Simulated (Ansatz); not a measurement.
Born–Oppenheimer molecular dynamics of C2H6F3NSi (13 atoms, charge 0, multiplicity 1). It starts from a relaxed structure.

Level of theory: RKS PBE0-D4/STO-3G (Ansatz).

```yaml
ensemble: NVT, Langevin thermostat
time_step: 0.25 fs
steps_asked: 250
set_temperature: 2000 K
friction: 0.005 /fs
seed: 434516
```

First frame:

```xyz
13
Properties=species:S:1:pos:R:3
Si 0.006 -0.014 0.053
N 0.105 -0.283 1.765
C -1.143 -0.458 2.534
H -1.872 -1.019 1.928
H -0.948 -1.036 3.454
H -1.615 0.499 2.840
C 1.161 0.405 2.534
H 1.403 -0.166 3.447
H 2.074 0.471 1.920
H 0.884 1.432 2.849
F 1.502 -0.117 -0.567
F -0.597 1.430 -0.380
F -0.959 -1.145 -0.594
```

(1) How far do the bonds stretch over the last three quarters of this one trajectory? (Pairs bonded in most of those frames.)

Answers

(1) 
```json
{"bond": "Si1–N2", "mean (Å)": "1.727", "spread (Å)": "0.038", "shortest": "1.66", "longest": "1.78"}
{"bond": "Si1–F11", "mean (Å)": "1.639", "spread (Å)": "0.024", "shortest": "1.60", "longest": "1.68"}
{"bond": "Si1–F12", "mean (Å)": "1.662", "spread (Å)": "0.071", "shortest": "1.54", "longest": "1.76"}
{"bond": "Si1–F13", "mean (Å)": "1.618", "spread (Å)": "0.047", "shortest": "1.56", "longest": "1.69"}
{"bond": "N2–C3", "mean (Å)": "1.500", "spread (Å)": "0.035", "shortest": "1.42", "longest": "1.56"}
{"bond": "N2–C7", "mean (Å)": "1.476", "spread (Å)": "0.013", "shortest": "1.45", "longest": "1.50"}
{"bond": "C3–H4", "mean (Å)": "1.113", "spread (Å)": "0.032", "shortest": "1.05", "longest": "1.17"}
{"bond": "C3–H5", "mean (Å)": "1.119", "spread (Å)": "0.065", "shortest": "1.01", "longest": "1.24"}
{"bond": "C3–H6", "mean (Å)": "1.119", "spread (Å)": "0.072", "shortest": "0.99", "longest": "1.25"}
{"bond": "C7–H8", "mean (Å)": "1.120", "spread (Å)": "0.072", "shortest": "0.99", "longest": "1.24"}
{"bond": "C7–H9", "mean (Å)": "1.118", "spread (Å)": "0.040", "shortest": "1.05", "longest": "1.18"}
{"bond": "C7–H10", "mean (Å)": "1.135", "spread (Å)": "0.083", "shortest": "0.98", "longest": "1.29"}
```

Mean temperature of the second half: 1046 K. The mean temperature of the second half is 48 % below the set value. A run of 0.062 ps of so small a system gives no equilibrium averages. Limits of this set-up: minimal basis.

The run took 16 min on 1 thread of Arm Neoverse V1 (shared host), peak memory 0.13 GiB.
